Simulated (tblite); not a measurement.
CH6F2SeSi2.
Z-matrix (Å and degrees, GFN2-xTB geometry), rows numbered from 1:
```
F 
C   1  1.3667
F   2  1.3579  1  106.01
Si  2  1.9373  1  109.84  3   119.66
Se  4  2.2572  2  107.47  1    69.49
Si  5  2.3223  4  103.51  2   -48.99
H   2  1.0992  1  106.77  3  -114.00
H   4  1.4589  2  105.91  1   -51.31
H   4  1.4545  2  107.24  1  -174.69
H   6  1.4564  5  102.36  4  -165.13
H   6  1.4559  5  106.94  4   -45.67
H   6  1.4566  5  107.50  4    76.02
```

Method: GFN2-xTB as coded in tblite; computed harmonic values from a numerical Hessian at the method's own geometry, unscaled. This tight-binding method is rough: wavenumbers can miss measured ones by several per cent, in bad cases by 10 to 20. Modes of hydrogen on silicon can be 10 to 20 % off. One conformer, not necessarily the lowest.

Harmonic wavenumbers (cm⁻¹): 27.9, 41.1, 80.7, 102.1, 123.4, 215.5, 267.6, 326.8, 401.4, 444.0, 485.9, 511.3, 533.1, 560.0, 667.5, 678.2, 723.9, 738.1, 743.2, 756.6, 995.6, 1077.1, 1229.9, 1273.4, 2299.1, 2318.8, 2325.1, 2329.0, 2343.8, 2890.0.

A = 2275, B = 896.2, C = 679.1 MHz; mass 191.914 u (most abundant isotopes); point group C1, symmetry number 1.

Zero-point energy?

Half the sum of the wavenumbers: 13755 cm⁻¹ = 39.33 kcal/mol.

Entropy at 273.15 K, 1 bar (ideal gas, RRHO, classical rotation)?

Translation 41.25, rotation 29.57, vibration 30.14: S = 101.0 cal/(mol K).

And Cp and H(273.15 K) − H(0)?

Cp = 34.66 cal/(mol K), of which vibrations give 26.71 (their classical limit is 30 R = 59.6); H(273.15 K) − H(0) = 6.16 kcal/mol without the zero-point energy, 3.99 from vibrations.

What must be added to the electronic energy to get the Gibbs energy at 273.15 K and 1 bar?

ZPE + [H(273.15 K) − H(0)] − T·S = 39.33 + 6.16 − 27.58 = 17.91 kcal/mol.

How do the functions run with temperature in this model?

```
 T (K)  S (cal/(mol K))  Cp (cal/(mol K))  H − H(0) (kcal/mol)  G − H(0) (kcal/mol)  ln q(vib)
   150             83.5              24.1                 2.52               -10.01       4.35
   250             98.0              32.9                 5.38               -19.11       7.19
298.15            104.1              36.4                 7.05               -23.98       8.48
   400            115.6              42.1                11.06               -35.18      11.10
   600            134.2              49.3                20.26               -60.24      15.73
   900            155.5              55.8                36.11              -103.83      21.65
```

q(vib) and H(0) count from the zero-point level.

Blend soft modes into free rotors: weight 1/[1 + (100 cm⁻¹/ν̃)⁴] for the oscillator and the rest for a rotor with moment μB/(μ + B), μ = h/(8π²ν), B = 10⁻⁴⁴ kg m². What vibrational entropy results?

26.23 cal/(mol K) in place of 30.14, which changes −T·S at 273.15 K by +1.07 kcal/mol.

Hindered rotation and anharmonicity are outside this model. Other conformers, if any are populated, would add a mixing term that is left out. The structure is chiral; the term R ln 2 for an equal mix with its mirror image is left out.

The run took 0.34 s on one thread, Arm Neoverse V2 (aarch64), no GPU, shared host with 192 logical CPUs at a one-minute load of 62. The figure is for the frequency step alone.
